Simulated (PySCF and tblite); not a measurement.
C3H4F4, numbered as in [F:1][CH2:2][CH2:3][C:4]([F:5])([F:6])[F:7].

Conformers came from 90 starts (ETKDG and KDG, MMFF94s, GFN2-xTB); geometries are PBE0-D3(BJ)/def2-SVP. Free energies are PBE0-D3(BJ)/def2-TZVP single points with GFN2-xTB rigid-rotor and vibrational terms (modes under about 100 cm⁻¹ blended into free rotors). Symmetry numbers and mirror images are counted. Conformers within 4 kcal/mol (GFN2-xTB free energy) were kept, 7 at most. Couplings: B3LYP/pcSseg-1 with pcJ-1 on H, F (gas phase; spin-dipole term only for pairs with B, N, F, Si or P). Couplings are for ¹⁹F, ¹H; a prime marks the second kind of pair between the same two sets of atoms. Programs: PySCF with density fitting and tblite.

Torsions listed: F1–C2–C3–C4. Of a mirror pair one member is shown.

| conformer | shape | weight % |
| --- | --- | --- |
| 1 | 180° | 54.4 |
| 2 | -69° | 45.6 |

Problem. Give the couplings in each conformer and the averages at 298.15 K (pairs that fast motion interchanges averaged).

Solution. 
| coupling | pairs | 1 | 2 | average (Hz) |
| --- | --- | --- | --- | --- |
| ²J(F1,H2) | 2 | 53.1 | 53.8 | 53.4 |
| ³J(F1,H3) | 2 | 7.6 | 27.4 | 16.6 |
| ³J(H3,F5) | 6 | 9.9 | 9.7 | 9.8 |
| ²J(H2,H2) | 1 | -10.3 | -11.9 | -11.0 |
| ³J(H2,H3) | 2 | 5.7 | 8.5 | 6.9 |
| ³J(H2,H3′) | 2 | 13.9 | 2.4 | 8.7 |
| ²J(H3,H3) | 1 | -15.0 | -17.0 | -15.9 |

Computed couplings to fluorine can be off by tens of per cent at such levels.

F–F couplings are left out: such levels miss them by tens of Hz and can give the wrong sign.
